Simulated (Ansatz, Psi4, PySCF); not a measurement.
H₇ClO₂Si₃, singlet, geometry from GFN2-xTB, atoms displaced at random by about 0.08 Å a coordinate. Base run: B3LYP/STO-3G, gradient (PySCF).

Input for PySCF:
```python
from pyscf import gto, scf, dft

mol = gto.Mole()
mol.atom = '''
    Si    0.005759    1.186180   -0.163206
    Cl   -0.131994    1.614153    1.822976
    O     1.389914    0.106181   -0.328383
    Si    2.137131   -1.259615   -0.421044
    O    -1.103763    0.141815   -0.666616
    Si   -2.112275   -1.134490   -0.575645
    H     0.063722    2.247868   -1.113282
    H     1.919462   -1.977563   -1.631784
    H     1.543490   -2.190497    0.818280
    H     3.644095   -0.969930   -0.237396
    H    -3.292975   -0.791531   -1.269898
    H    -2.447916   -1.503284    0.722810
    H    -1.268035   -2.254750   -1.234153
'''
mol.basis = 'sto-3g'
mol.charge = 0
mol.spin = 0
mol.verbose = 4
mol.build()

mf = dft.RKS(mol)
mf.xc = 'b3lyp'
mf.kernel()
g = mf.nuc_grad_method()
grad = g.kernel()
```

Programs used: Ansatz (an electronic-structure program), Psi4, PySCF; a row that names a program was run with it.

The coordinate followed is z of atom 12.

Variants of this job, named by their change:

```json
[
 {"change": "base", "dE/dx (Eh/bohr)": "-0.031101", "net force (Eh/bohr)": "0.000183"},
 {"change": "conv_tol = 1e-6", "dE/dx (Eh/bohr)": "-0.031102", "net force (Eh/bohr)": "0.000183"},
 {"change": "grids.level = 5; grid_response = off", "dE/dx (Eh/bohr)": "-0.031102", "net force (Eh/bohr)": "0.000012"},
 {"change": "finite difference step (bohr) = 1e-3; conv_tol = 1e-11", "dE/dx (Eh/bohr)": "-0.031101", "net force (Eh/bohr)": "-"},
 {"change": "code = psi4", "dE/dx (Eh/bohr)": "-0.031119", "net force (Eh/bohr)": "0.000527"},
 {"change": "code = ansatz", "dE/dx (Eh/bohr)": "-0.031102", "net force (Eh/bohr)": "0.000000"},
 {"change": "conv_tol = 1e-4", "dE/dx (Eh/bohr)": "-0.031096", "net force (Eh/bohr)": "0.000183"},
 {"change": "density fitting = on", "dE/dx (Eh/bohr)": "-0.031118", "net force (Eh/bohr)": "0.000183"},
 {"change": "grids.level = 5; grid_response = on", "dE/dx (Eh/bohr)": "-0.031102", "net force (Eh/bohr)": "0.000000"},
 {"change": "grids.level = 0; grid_response = off", "dE/dx (Eh/bohr)": "-0.031091", "net force (Eh/bohr)": "0.007791"},
 {"change": "grids.level = 1; grid_response = on", "dE/dx (Eh/bohr)": "-0.031092", "net force (Eh/bohr)": "0.000000"},
 {"change": "finite difference step (bohr) = 0.05; conv_tol = 1e-11", "dE/dx (Eh/bohr)": "-0.031317", "net force (Eh/bohr)": "-"}
]
```

The net force is zero for an exact gradient.
